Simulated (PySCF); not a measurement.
## AuCl3, singlet: computed properties

These are results of B3LYP/[Au def2-SVP with ECP60, Cl def2-SVP], scalar-relativistic core potentials, density fitting, no spin–orbit coupling, PySCF, not measurements.

The structure is a minimum.

```xyz
4
charge 0 multiplicity 1, angstrom
Au    0.0000    0.0000   -0.1996
Cl    0.0000    0.0000    2.0836
Cl    2.2791    0.0000   -0.4795
Cl   -2.2791    0.0000   -0.4795
```

| Item | Value |
| --- | --- |
| Point group | C2v |
| Bond lengths | Au–Cl 2.283 Å, Au–Cl 2.296 Å (×2) |
| Bond angles | Cl–Au–Cl 97.0° (×2), Cl–Au–Cl 166.0° |
| Enthalpy at 298.15 K above 0 K | 18.68 kJ/mol |
| Principal quadrupole moments (Buckingham, traceless) about the centre of mass | -6.87, 1.57, 5.30 D Å |
| Rotational constants | 0.09592, 0.0464, 0.03127 cm⁻¹ |
| Entropy at 298.15 K and 1 bar | 357.4 J/(mol K) |
| Principal polarisabilities | 34.5, 65.9, 111.5 bohr³ |
| Heat capacity Cp at 298.15 K | 77.4 J/(mol K) |
| Lowest empty level | -6.35 eV |
| Dipole moment | 0.42 D |
| Highest occupied level | -8.36 eV |
| Atomisation energy without zero-point energy | 560 kJ/mol |
| Zero-point energy | 8.0 kJ/mol |
| Rotational symmetry number | 2 |

Harmonic modes (masses in u: Au 196.967, Cl 34.969):
```csv
symmetry,ω (cm⁻¹),IR (km/mol),μ (u),type
b2,47,0.1,37.42,bend
b1,108,1.7,46.57,bend
a1,110,0.5,41.30,bend
a1,342,0.0,34.97,stretch
a1,354,0.2,40.31,stretch
b2,373,41.6,44.17,stretch
```

In C2v the vibrations span 2b2 + b1 + 3a1. Here b1 is antisymmetric to the molecular plane and b2 lies in it.

Charges (e):
| atom | Mulliken | Löwdin | polar tensor | Mayer order to Au1 |
| --- | --- | --- | --- | --- |
| Au1 | 0.42 | -0.28 | 0.66 | – |
| Cl2 | -0.06 | 0.19 | -0.03 | 0.99 |
| Cl3,4 | -0.18 | 0.05 | -0.32 | 0.88 |

Mulliken populations on Au1 (electrons outside its core potential): s 2.77, p 6.42, d 9.38, f 0.02.

Outer orbital energies (eV). occupied: -10.58, -10.19, -9.53, -9.42, -9.06, -8.98, -8.45, -8.36; empty: -6.35, -1.70, 0.01, 1.51.

Formally Au is in oxidation state +3, d8, with 0 unpaired electrons (the high-spin count would be 2). The polar-tensor charge on Au, 0.66, is far below the formal one.

This need not be the most stable arrangement of these atoms. No spin–orbit coupling is included, which matters more the heavier the element.

The final relaxation and frequency run took roughly 70 core-seconds on a shared host.
